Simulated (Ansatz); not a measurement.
Geometry optimisation, RKS B3LYP/def2-SVP in Ansatz.

The input (input.yaml):

```yaml
crystal:
  periodic: [false, false, false]
  atoms:
    - { symbol: Si, position_ang: [0.08234, 1.34736, 0.15831] }
    - { symbol: "N", position_ang: [-0.35424, -0.34394, 0.23711] }
    - { symbol: B, position_ang: [0.21027, -1.44126, -0.4042] }
    - { symbol: Cl, position_ang: [-0.47013, -3.00286, -0.16885] }
    - { symbol: H, position_ang: [-0.78102, 2.00444, -0.82756] }
    - { symbol: H, position_ang: [-0.15966, 1.86442, 1.50585] }
    - { symbol: H, position_ang: [1.48832, 1.42729, -0.22145] }
    - { symbol: H, position_ang: [-1.1608, -0.5378, 0.81661] }
    - { symbol: H, position_ang: [1.14492, -1.31765, -1.09581] }
basis:
  gaussian: { orbitals: def2-SVP }
hamiltonian:
  xc: b3lyp
relax:
  f_tol: 0.02
  max_steps: 50
```

Launched with:

```bash
$ ansatz run input.yaml --threads 2 --pin off --max-ram 3072MiB --backend cpu --events-out ev --progress --plain --runs-dir out
```

**Question.** Where does it end, and by what steps?

**Answer.** It converged. The force dipped under the threshold on the way, but the program's further checks kept it going. After 12 steps the energy has fallen by 0.127 eV; H9 moved furthest, 0.32 Å.

```
step  energy less start (eV)  largest force component (eV/Å)  accepted
   0                  0.0000                           1.498       yes
   1                 -0.1011                           0.703       yes
   2                 -0.1145                           0.272       yes
   3                 -0.1070                           1.061        no
   4                 -0.1195                           0.101       yes
   5                 -0.1237                           0.020       yes
   6                 -0.1249                           0.035       yes
   7                 -0.1254                           0.037       yes
   8                 -0.1261                           0.073       yes
   9                 -0.1264                           0.070       yes
  10                 -0.1262                           0.106        no
  11                 -0.1269                           0.046       yes
  12                 -0.1270                           0.016       yes
```

```xyz
9
Properties=species:S:1:pos:R:3
Si 0.060 1.342 0.152
N -0.448 -0.351 0.175
B 0.253 -1.457 -0.324
Cl -0.443 -3.092 -0.202
H -0.908 2.163 -0.631
H 0.101 1.882 1.541
H 1.409 1.402 -0.467
H -1.356 -0.552 0.596
H 1.332 -1.337 -0.841
```

Time of the run: 28 s on 2 threads of Arm Neoverse V1, on a shared host, peak memory 0.17 GiB.
